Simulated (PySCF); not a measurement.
**Electron correlation in C⁺ (carbon, charge +1)**

[He] 2s2 2p1, 2P determinant. Computed with PySCF 2.14 in pcseg-2, with no relativity, point nucleus. Frozen: 1s2; 3 electrons correlated.

MP2 pair energies summed by pair of shells (mhartree):

```tsv
pair	energy	share (%)
2s-2s	-27.94	57.1
2s-2p	-21.01	42.9
```

Total MP2 correlation energy: -48.95 mhartree.

Same-spin part -3.18 and opposite-spin part -45.78 mhartree; SCS-MP2 scales them by 1/3 and 6/5 to -55.99 mhartree.

```
  level  correlation energy (mhartree)
   CCSD                         -72.49
    (T)                          -1.11
CCSD(T)                         -73.60
```

Diagnostics: T1 = 0.0087, D1 = 0.0165, largest double amplitude 0.132.

Question: Is a single reference adequate?

Answer: Mostly. T1 lies below 0.03, but a double amplitude of this size points to a near-degeneracy that CCSD handles and MP2 describes poorly.
